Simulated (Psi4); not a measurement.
C$_{3}$H$_{7}$Si, doublet, geometry from GFN2-xTB. Base run: MP2/def2-SVP (Psi4 1.11).

The Psi4 input:
```
memory 2 GB

molecule mol {
0 2
C     0.071661   -1.073899    0.751073
C     1.216477   -0.219116    0.177526
Si   -0.071602    0.973631   -0.595019
C    -1.142551   -0.503884   -0.004563
H    -0.031712   -0.902883    1.822844
H     0.213093   -2.143378    0.591315
H     1.825836   -0.774784   -0.532423
H     1.886389    0.189321    0.932373
H    -0.279824    2.236539    0.127518
H    -1.996321   -0.279377    0.632673
H    -1.488544   -1.174876   -0.788255
}

set {
  basis def2-svp
  reference uhf
  freeze_core true
}

energy('mp2')
print_variables()
```

Each row names what was changed in the base input (with any setting that the change needs).

| change | basis functions | E (Eh) | MP2 correlation (Eh) | core-seconds (rough) |
|---|---|---|---|---|
| base | 95 | -406.87146 | -0.50285 | 7 |
| basis = STO-3G | 31 | -402.03279 | -0.18556 | 4 |
| basis = def2-SV(P) | 74 | -406.80076 | -0.45140 | 5 |
| basis = 6-31G* | 78 | -406.98565 | -0.45776 | 6 |
| basis = 6-31+G* | 94 | -406.99298 | -0.46220 | 7 |
| basis = 6-311++G** | 145 | -407.11295 | -0.53336 | 10 |
| basis = 6-311+G(2d,p) | 158 | -407.14049 | -0.55432 | 10 |
| basis = aug-cc-pVDZ | 159 | -407.08180 | -0.52582 | 10 |
| basis = aug-pcseg-1 | 159 | -407.01532 | -0.51910 | 8 |
| basis = def2-TZVPD | 217 | -407.19783 | -0.59991 | 10 |
| basis = pcseg-2 | 222 | -407.19958 | -0.60975 | 20 |
| basis = cc-pVTZ | 222 | -407.21761 | -0.61809 | 20 |
| basis = def2-TZVPP | 233 | -407.21683 | -0.61701 | 20 |

Totals compare only among sets that treat the same electrons; sets with core potentials leave the core out.

Open shells are given as the SCF converged; they aren't shown to be the lowest states, and a large step between rows can be another state.
